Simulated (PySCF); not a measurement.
## Electron correlation in P²⁺ (phosphorus, charge +2)

[Ne] 3s1 3p2, high-spin 4P determinant (an excited configuration). Calculation: PySCF 2.14, in x2c-QZVPPall (9s6p4d2f1g, 70 functions); the spin-free X2C one-electron Hamiltonian (Gaussian nucleus). Frozen: [Ne]; 3 electrons correlated.

```tsv
level	correlation energy (mhartree)
CCSD	-16.69
(T)	-0.10
CCSD(T)	-16.79
```

Diagnostics: T1 = 0.0023, D1 = 0.0053, largest double amplitude 0.061.

Is a single reference adequate?

Yes: T1 lies below 0.03 and no double amplitude reaches 0.07.
